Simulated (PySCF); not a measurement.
## Computed properties of C₂H₈N₂Si, SMILES C/C=N/[SiH2]N

C₂H₈N₂Si, SMILES C/C=N/[SiH2]N. Geometry: B3LYP-D3(BJ)/def2-SVP. The structure was generated by enumeration; whether it is a known compound was not checked. Other conformers were not sampled. All values are computed for the isolated molecule unless a solvent is named; none is compared with measurement here.

**Structure.** All 33 harmonic modes at B3LYP-D3(BJ)/def2-SVP (PySCF) are real, so it is a minimum. With heavy atoms numbered as in [CH3:1]/[CH:2]=[N:3]/[SiH2:4][NH2:5], the shortest bond between them is C2–N3 at 1.267 Å and the longest N3–Si4 at 1.762 Å.

**Vibrations.** The strongest infrared lines (harmonic, unscaled, degenerate partners summed) lie at 1771 cm⁻¹ (281 km/mol, C 56 %, N 40 %), 925 cm⁻¹ (269 km/mol, H 79 %, Si 8 %), 455 cm⁻¹ (149 km/mol, H 47 %, N 26 %, Si 14 %, C 14 %). The softest mode is at 83 cm⁻¹ and the zero-point energy is 63.6 kcal/mol.

**Electronic structure.** r2SCAN/def2-TZVP (PySCF) places the frontier levels at -5.70 and -1.34 eV, a gap of 4.36 eV, and gives a dipole moment of 1.81 D and a mean polarisability of 68.7 bohr³. PBE/def2-TZVP (PySCF) at the same geometry gives -5.44 and -1.56 eV, so its gap is 0.48 eV narrower. An orbital gap is neither the optical nor the fundamental gap.

**Excitations.** TDA-B3LYP/def2-SVPD (PySCF) has S1 at 4.30 eV (288 nm, f = 0.000, dark); the most intense of the 10 singlets computed lies at 7.31 eV (f = 0.21). T1 (TDA) is at 3.73 eV, 0.57 eV under S1. TDA-PBE/def2-SVPD (PySCF) puts S1 at 4.07 eV. No vertical singlet excitation falls in the visible range (under 3.1 eV).

**NMR.** GIAO shifts at PBE0/pcSseg-1 (PySCF) (non-relativistic, atoms alike by connectivity averaged): ¹³C from 33.8 to 180.2 ppm against TMS; ¹H from 1.1 to 8.7 ppm against TMS; ²⁹Si at -25.6 ppm against TMS.

**Solvation.** SMD-PBE0/def2-SVP (PySCF) gives -2.5 kcal/mol in water, -2.8 kcal/mol in benzene, -4.4 kcal/mol in chloroform (1 M in both phases, gas-phase geometry); of these solvents chloroform holds the molecule best.
